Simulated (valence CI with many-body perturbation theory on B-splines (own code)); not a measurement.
Mo XXX: fill in the table

Computed by configuration interaction combined with many-body perturbation theory (CI+MBPT): three valence electrons over a frozen Dirac-Fock core [Ne], radial functions for each j: 11 s, 11 p, 10 d, 8 f, 5 g, 2 h, with the one-electron correlation potential Σ1 (screened to all orders), the two-electron term Σ2, the three-electron term Σ3, Breit, model QED; selected single and double excitations, second order for the rest, scaled by the run's own slope (own B-spline code, finite nucleus).

The last digits are not significant, and no measured levels were compared; by estimate large intervals hold to a few tenths of a per cent, small ones and those within an open d or f shell to about a per cent.

| Level | E (eV) |
| --- | --- |
| 3s2.3p 2P°_1/2 | 0.00 |
| 3s2.3p 2P°_3/2 | 25.30 |
| 3s.3p2 4P_1/2 | 66.93 |
| 3s.3p2 4P_3/2 | 82.89 |
| 3s.3p2 4P_5/2 | ? |
| 3s.3p2 2D_3/2 | ? |
| 3s.3p2 2P_1/2 | ? |
| 3s.3p2 2D_5/2 | 113.36 |
| 3s.3p2 2P_3/2 | 134.00 |
| 3s.3p2 2S_1/2 | 135.97 |
| 3s2.3d 2D_3/2 | 142.74 |
| 3s2.3d 2D_5/2 | ? |
| 3p3 2D°_3/2 | ? |
| 3s.3p.3d 4F°_3/2 | 186.07 |
| 3s.3p.3d 2D°_5/2 [a] | 187.40 |
| 3p3 4S°_3/2 | ? |
| 3s.3p.3d 4F°_5/2 | 193.09 |
| 3s.3p.3d 4F°_7/2 | 199.15 |
| 3s.3p.3d 4D°_3/2 | 201.83 |
| 3s.3p.3d 4P°_5/2 | 202.15 |

Names give the largest LS component (configuration and term), which can be under half, so a name can repeat, a term be missing and a line seem to break the LS rules; names also repeat where a configuration has a term twice. Letters in brackets count levels of one name in rising energy.

Q: The levels stand in rising order. What does the calculation give for the missing energies?

A: 3s.3p2 4P_5/2 89.78; 3s.3p2 2D_3/2 101.28; 3s.3p2 2P_1/2 110.54; 3s2.3d 2D_5/2 144.11; 3p3 2D°_3/2 173.96; 3p3 4S°_3/2 192.13.
